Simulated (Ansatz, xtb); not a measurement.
**Isomers of C2H7BN2 in order of energy**

3 gas-phase structures of C2H7BN2, from a drawn sample of its isomers (lower ones may exist). Each was relaxed with GFN2-xTB; where two conformers were screened, the lower at r2SCAN-D4/def2-SVP is listed:

A. `C=CB(N)N`, a singlet
B. `C[NH2+][BH2-]C#N`, a singlet
C. `CC#[N+][BH2-]N`, a singlet

**Question.** Make a reasoned guess at their ranking by r2SCAN-D4/def2-SVP single-point energy.

**Answer.** Calculated order at r2SCAN-D4/def2-SVP: A (0.0), B (40.1), C (52.4) kcal/mol.

Energies above the lowest of each column, in kcal/mol; the last columns are at PBE0-D3(BJ)/def2-SVP geometries:

| structure | GFN2-xTB | HF/STO-3G | r2SCAN-D4/def2-SVP | PBE0-D3(BJ)/def2-SVP | CCSD(T)/def2-SVP + ΔMP2/def2-TZVPP |
| --- | --- | --- | --- | --- | --- |
| A | 0.0 | 0.0 | 0.0 | 0.0 | 0.0 |
| B | 26.1 | 14.9 | 40.1 | 39.5 | 35.0 |
| C | 20.9 | 46.3 | 52.4 | 50.4 | 47.5 |

Every level run on A puts it lowest or level with the lowest. Some further structures that were screened fall inside this span and aren't listed. Flexible structures stand in one conformer each, not always the lowest. The ΔMP2 step shifts differences by up to 4.5 kcal/mol, which makes them less sure. ΔMP2 is the change of the MP2 energy from the smaller to the larger basis.

Programs: Ansatz 0.2.0, xtb 6.7.1.
